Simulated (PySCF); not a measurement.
Calculation: TPSSh-D3(BJ)/def2-TZVP // r2SCAN-D4/def2-SVP run with PySCF. All species are isolated molecules in the gas phase. One relaxed conformer stands for a flexible species; it need not be the lowest. 

Reference species: [Ti(NH2)4] (neutral, multiplicity 1).

The charge on the central atom (Mulliken) is 1.59 e and the coordination number comes out as 4. The LUMO is -1.18 eV and the HOMO–LUMO gap comes out as 4.83 eV.

After one change: the charge on the central atom (Mulliken) falls by 0.19 e; the coordination number is nearly the same; the LUMO decreases by 0.66 eV; the HOMO–LUMO gap increases by 0.10 eV.

What was changed between the two runs? The new species is one of these.
(A) [Ti(Cl)2(NH2)2]
(B) [Ti(Cl)3(NH2)]
(C) [Ti(Cl)4]
(D) [Ti(Cl)(NH2)3]

D, [Ti(Cl)(NH2)3]
